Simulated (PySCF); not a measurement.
**How methods differ on the ionisation energy of Ru⁺**

Ru⁺ [Kr] 4d7 (4F) → Ru²⁺ [Kr] 4d6 (5D), as a difference of total energies. All numbers are calculated (PySCF 2.14, a scalar-relativistic core potential, in def2-SVP with the def2 core potential (28 electrons)). Correlated levels: valence: 4s2 4p6 frozen. The calculations carry no spin-orbit coupling.

```
           method  ionisation energy (eV)
              UHF                  14.911
              PBE                  17.000
             BP86                  17.174
    MP2 (valence)                  15.796
SCS-MP2 (valence)                  15.879
```

Task: How much does correlation contribute at MP2 (valence)?

Result: 15.796 − (14.911) = 0.885 eV, measured against UHF.

The reference lies between the lowest fine-structure levels, while these numbers refer to the centres of the terms.

Errors of the correlated levels include the incompleteness of this basis and the frozen core.

For comparison: 16.76 ± 0.06 eV (semi-empirical (NIST evaluation); NIST Atomic Spectra Database, ionization energies).
